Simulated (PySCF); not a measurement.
Simulation results for B2H5N2, B2FH4Si, ClH2OSi, BH5NOSi and others

Calculation on a computer-drawn molecule: optimised geometry and harmonic frequencies of an isolated molecule of the commonest isotopes, restricted reference for singlets and unrestricted otherwise, frozen core in MP2. Program: PySCF 2.14.0.

```yaml
- entry: 1
  formula: B2H5N2
  start_structure:
    atoms_angstrom:
      - ["N", -0.4198, 1.8, -0.3187]
      - [B, 0.2475, 0.6524, -0.3317]
      - [B, 1.1827, -0.6379, -0.0462]
      - ["N", 1.5244, -1.7617, -0.7204]
      - [H, -0.3742, 2.4421, 0.4383]
      - [H, -1.0225, 2.2075, -1.0042]
      - [H, 1.6475, -0.4355, 0.9517]
      - [H, 1.1655, -1.9755, -1.6803]
      - [H, 2.1062, -2.4525, -0.393]
  given:
    charge: 1
    multiplicity: 1
    method: HF
    basis: cc-pVDZ
    drawn_bonds_atom: [1, 2, 3, 1, 1, 3, 4, 4]
    drawn_bonds_other_atom: [2, 3, 4, 5, 6, 7, 8, 9]
    drawn_bonds_order: [1, 1, 1, 1, 1, 1, 1, 1]
  results:
    optimised_atom_element: ["N", B, B, "N", H, H, H, H, H]
    "optimised_atom_x [angstrom]": [-0.431, 0.3084, 1.308, 1.448, -0.4893, -0.9853, 1.856, 1.008, 2.034]
    "optimised_atom_y [angstrom]": [1.795, 0.7091, -0.6537, -1.678, 2.519, 1.977, -0.6189, -1.745, -2.466]
    "optimised_atom_z [angstrom]": [-0.3615, -0.2067, 0.1226, -0.7688, 0.3405, -1.185, 1.181, -1.664, -0.563]
    "modes_frequency [cm^-1]": [114.8, 166.1, 270.5, 434.8, 621.4, 639.0, 667.4, 744.4, 849.6, 964.6, 988.9, 1206, 1463, 1575, 1755, 1785, 2771, 3702, 3789, 3795, 3891]
    "modes_reduced_mass [dalton]": [1.076, 2.749, 2.384, 2.769, 3.186, 1.308, 1.764, 1.234, 1.384, 1.2, 1.315, 1.405, 3.232, 1.368, 2.193, 1.6, 1.098, 1.053, 1.054, 1.096, 1.098]
    "rotational_constants [GHz]": [41.61, 3.328, 3.082]
    "total_energy [hartree]": -161.0082
    "convergence_status_largest_gradient_component [hartree/bohr]": 1.214e-05
- entry: 2
  formula: B2FH4Si
  start_structure:
    atoms_angstrom:
      - [F, 1.4177, -1.2282, 0.4758]
      - [B, 0.4064, -1.0431, 1.2606]
      - [B, -1.062, -0.4367, 1.0134]
      - [Si, -1.565, 1.4269, 1.2654]
      - [H, 0.5621, -1.3819, 2.4035]
      - [H, -1.9084, -1.1779, 0.9208]
      - [H, -1.6183, 2.1937, 2.5291]
      - [H, -1.8217, 2.3099, 0.199]
  given:
    charge: 1
    multiplicity: 1
    method: HF
    basis: "cc-pV(D+d)Z"
    drawn_bonds_atom: [1, 2, 3, 2, 3, 4, 4]
    drawn_bonds_other_atom: [2, 3, 4, 5, 6, 7, 8]
    drawn_bonds_order: [1, 1, 1, 1, 1, 1, 1]
  results:
    optimised_atom_element: [F, B, B, Si, H, H, H, H]
    "optimised_atom_x [angstrom]": [1.282, 0.4861, -1.088, -1.567, 0.8513, -2.037, -1.927, -1.589]
    "optimised_atom_y [angstrom]": [-1.139, -1.119, -0.4399, 1.512, -1.562, -1.139, 2.184, 2.366]
    "optimised_atom_z [angstrom]": [0.3167, 1.365, 1.168, 1.263, 2.412, 0.9552, 2.517, 0.07062]
    "modes_frequency [cm^-1]": [81.02, 174.5, 190.7, 329.8, 441.8, 529.3, 604.2, 766.0, 810.6, 909.8, 994.4, 1052, 1147, 1363, 2395, 2429, 2730, 2777]
    "modes_reduced_mass [dalton]": [5.259, 1.284, 2.272, 2.104, 1.097, 3.703, 1.164, 1.867, 1.587, 2.105, 1.273, 1.396, 1.378, 6.568, 1.029, 1.057, 1.089, 1.092]
    "rotational_constants [GHz]": [17.53, 2.207, 2.091]
    "total_energy [hartree]": -439.7872
    "convergence_status_largest_gradient_component [hartree/bohr]": 8.744e-06
- entry: 3
  formula: ClH2OSi
  start_structure:
    atoms_angstrom:
      - [O, -1.6125, 0.7009, -2.1537]
      - [Si, -0.1005, 0.0206, -2.613]
      - [Cl, -0.389, 0.1499, -4.9354]
      - [H, -2.3554, 0.3165, -2.5879]
      - [H, -0.5064, -1.4652, -2.6245]
  given:
    charge: -1
    multiplicity: 1
    method: MP2
    basis: "aug-cc-pV(D+d)Z"
    drawn_bonds_atom: [1, 2, 1, 2]
    drawn_bonds_other_atom: [2, 3, 4, 5]
    drawn_bonds_order: [1, 1, 1, 1]
  results:
    optimised_atom_element: [O, Si, Cl, H, H]
    "optimised_atom_x [angstrom]": [-1.623, -0.08361, -0.3695, -2.363, -0.5244]
    "optimised_atom_y [angstrom]": [0.7343, 0.02335, 0.1387, 0.2857, -1.459]
    "optimised_atom_z [angstrom]": [-2.14, -2.631, -4.93, -2.573, -2.642]
    "modes_frequency [cm^-1]": [178.4, 318.7, 370.5, 672.3, 745.2, 785.4, 955.7, 1898, 3815]
    "modes_reduced_mass [dalton]": [3.63, 6.636, 1.53, 16.54, 1.052, 1.048, 1.184, 1.044, 1.066]
    "rotational_constants [GHz]": [16.27, 3.806, 3.192]
    "total_energy [hartree]": -825.0416
    "convergence_status_largest_gradient_component [hartree/bohr]": 2.893e-05
- entry: 4
  formula: BH5NOSi
  start_structure:
    atoms_angstrom:
      - [B, 1.0043, -0.6854, 1.7063]
      - ["N", -0.052, -0.3479, 0.8814]
      - [Si, -1.7863, -0.1445, 1.417]
      - [O, -2.6142, 0.3936, 0.0914]
      - [H, 0.9866, -0.6804, 2.8309]
      - [H, 0.0496, -0.458, -0.1099]
      - [H, -1.7277, 0.9157, 2.3791]
      - [H, -2.4342, -1.3969, 1.7231]
      - [H, -2.4174, 1.1971, -0.3216]
  given:
    charge: 0
    multiplicity: 2
    method: HF
    basis: "cc-pV(D+d)Z"
    drawn_bonds_atom: [1, 2, 3, 1, 2, 3, 3, 4]
    drawn_bonds_other_atom: [2, 3, 4, 5, 6, 7, 8, 9]
    drawn_bonds_order: [1, 1, 1, 1, 1, 1, 1, 1]
  results:
    optimised_atom_element: [B, "N", Si, O, H, H, H, H, H]
    "optimised_atom_x [angstrom]": [0.9997, -0.1732, -1.812, -2.471, 1.039, -0.05875, -1.754, -2.675, -2.085]
    "optimised_atom_y [angstrom]": [-0.3907, -0.7288, -0.271, 0.7127, 0.2999, -1.312, 0.3828, -1.461, 1.562]
    "optimised_atom_z [angstrom]": [1.593, 0.9148, 1.307, 0.1654, 2.574, 0.1034, 2.625, 1.307, 0.008209]
    "modes_frequency [cm^-1]": [69.68, 236.9, 292.6, 334.0, 480.9, 663.5, 773.4, 809.2, 853.4, 894.4, 943.7, 1002, 1029, 1037, 1275, 1456, 2353, 2364, 2701, 3766, 4172]
    "modes_reduced_mass [dalton]": [2.585, 1.595, 2.212, 1.896, 2.082, 1.363, 3.164, 1.154, 1.172, 2.28, 1.598, 1.233, 1.195, 1.162, 1.631, 2.658, 1.044, 1.037, 1.097, 1.074, 1.067]
    "rotational_constants [GHz]": [15.91, 3.546, 3.336]
    "total_energy [hartree]": -445.9015
    spin_squared: 0.755
    "convergence_status_largest_gradient_component [hartree/bohr]": 1.209e-05
- entry: 5
  formula: CH4AlO2
  start_structure:
    atoms_angstrom:
      - [C, -1.1822, -1.322, 1.9712]
      - [O, -1.2309, -1.2912, 0.4583]
      - [Al, -2.1707, -1.4006, -0.9466]
      - [O, -2.8032, -1.4097, -2.265]
      - [H, -0.0879, -1.2291, 2.2098]
      - [H, -1.5678, -2.2615, 2.403]
      - [H, -1.7163, -0.5209, 2.3477]
      - [H, -3.569, -1.4573, -2.9423]
  given:
    charge: 1
    multiplicity: 1
    method: HF
    basis: "cc-pV(D+d)Z"
    drawn_bonds_atom: [1, 2, 3, 1, 1, 1, 4]
    drawn_bonds_other_atom: [2, 3, 4, 5, 6, 7, 8]
    drawn_bonds_order: [1, 1, 1, 1, 1, 1, 1]
  results:
    optimised_atom_element: [C, O, Al, O, H, H, H, H]
    "optimised_atom_x [angstrom]": [-1.149, -1.691, -2.29, -2.891, -0.0699, -1.423, -1.568, -3.247]
    "optimised_atom_y [angstrom]": [-1.327, -1.355, -1.388, -1.421, -1.238, -2.25, -0.4716, -1.441]
    "optimised_atom_z [angstrom]": [1.974, 0.6496, -0.8149, -2.284, 1.899, 2.474, 2.495, -3.157]
    "modes_frequency [cm^-1]": [109.7, 109.7, 224.8, 224.8, 265.3, 265.3, 640.4, 1101, 1267, 1267, 1399, 1591, 1591, 1599, 3240, 3355, 3355, 4226]
    "modes_reduced_mass [dalton]": [4.41, 4.41, 13.33, 13.33, 1.089, 1.089, 5.945, 10.51, 1.237, 1.237, 8.827, 1.046, 1.046, 1.199, 1.027, 1.112, 1.112, 1.074]
    "rotational_constants [GHz]": [157.4, 2.452, 2.452]
    "total_energy [hartree]": -431.6768
    "convergence_status_largest_gradient_component [hartree/bohr]": 1.935e-05
- entry: 6
  formula: CH5FSi2
  start_structure:
    atoms_angstrom:
      - [F, 0.5318, -0.0435, -2.3208]
      - [Si, 1.2385, 0.5776, -1.0203]
      - [C, 0.299, -0.4918, 0.1886]
      - [Si, -1.4747, 0.2963, 0.4531]
      - [H, 0.764, -0.5088, 1.1414]
      - [H, 0.2072, -1.5065, -0.1284]
      - [H, -2.1805, 0.1416, -0.822]
      - [H, -2.1578, -0.504, 1.5058]
      - [H, -1.3584, 1.6717, 0.8911]
  given:
    charge: 0
    multiplicity: 1
    method: HF
    basis: "cc-pV(D+d)Z"
    drawn_bonds_atom: [1, 2, 3, 3, 3, 4, 4, 4]
    drawn_bonds_other_atom: [2, 3, 4, 5, 6, 7, 8, 9]
    drawn_bonds_order: [1, 1, 1, 1, 1, 1, 1, 1]
  results:
    "total_energy [hartree]": null
    "rotational_constants [GHz]": null
```

**Q.** CH5FSi2 (entry 6): total energy?
**A.** -718.1143 hartree

**Q.** Give the missing rotational constants for CH5FSi2 (entry 6).
**A.** 8.978, 2.363, 2.05 GHz

Further results for CH5FSi2 (entry 6):

```
convergence status largest gradient component : 1.006e-05 hartree/bohr
```

Optimised structure:
```xyz
9
CH5FSi2
F      0.5346     0.2513    -2.3468
Si     1.4170     0.4333    -0.9817
C      0.2741    -0.4864     0.2081
Si    -1.4647     0.2260     0.4478
H      0.7639    -0.5623     1.1859
H      0.1430    -1.5071    -0.1809
H     -2.2928    -0.0144    -0.7527
H     -2.1166    -0.3973     1.6229
H     -1.3894     1.6896     0.6860
```

Modes:
| frequency (cm⁻¹) | reduced mass (dalton) |
| --- | --- |
| 30.69 | 2.593 |
| 103.5 | 1.508 |
| 146.5 | 4.293 |
| 313.6 | 2.987 |
| 539.4 | 1.143 |
| 569.2 | 2.598 |
| 695.2 | 1.512 |
| 757.5 | 2.645 |
| 776.4 | 1.79 |
| 851.9 | 6.943 |
| 1025 | 1.097 |
| 1026 | 1.144 |
| 1033 | 1.04 |
| 1039 | 1.073 |
| 1131 | 1.373 |
| 1485 | 1.095 |
| 2289 | 1.045 |
| 2309 | 1.039 |
| 2331 | 1.035 |
| 3140 | 1.061 |
| 3208 | 1.099 |
